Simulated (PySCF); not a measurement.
In(H)2(vinyl) (C2H5In), SMILES C=[CH][InH2].

Geometry: PBE-D3(BJ)/def2-SVP. The def2 effective core potentials stand for the cores of In; spin–orbit coupling is left out.

Level of theory: TDDFT-PBE0/def2-SVPD in PySCF.

Vertical excitations. Gas-phase values at a fixed geometry. State labels are in the subgroup Cs.

Computed lowest excited states:
```csv
state,symmetry,energy (eV),λ (nm),f,main pairs
S1,A",4.43,280,0.001,HOMO→LUMO 99 %
S2,A",4.90,253,0.000,HOMO−2→LUMO 100 %
S3,A',5.33,233,0.090,HOMO−1→LUMO 96 %
S4,A",6.22,199,0.007,HOMO→LUMO+1 97 %
S5,A",6.97,178,0.026,HOMO−1→LUMO+2 85 %
S6,A',7.04,176,0.292,"HOMO→LUMO+2 56 %, HOMO→LUMO+3 28 %, HOMO−1→LUMO+1 11 %"
S7,A',7.09,175,0.097,"HOMO→LUMO+3 69 %, HOMO→LUMO+2 25 %"
S8,A",7.18,173,0.003,HOMO−2→LUMO+1 99 %
S9,A",7.39,168,0.040,"HOMO−1→LUMO+3 80 %, HOMO−1→LUMO+2 13 %"
S10,A',7.48,166,0.143,"HOMO−2→LUMO+3 67 %, HOMO−2→LUMO+2 14 %"
T1,A',3.86,321,0,"HOMO−1→LUMO 68 %, HOMO−1→LUMO+1 29 %"
T2,A",4.07,305,0,HOMO→LUMO 97 %
T3,A",4.51,275,0,HOMO−2→LUMO 98 %
T4,A',5.63,220,0,"HOMO−1→LUMO+1 58 %, HOMO−1→LUMO 28 %, HOMO→LUMO+2 10 %"
```
Triplets are in the Tamm–Dancoff approximation, which puts them higher than full response would, so one can lie above its singlet here.
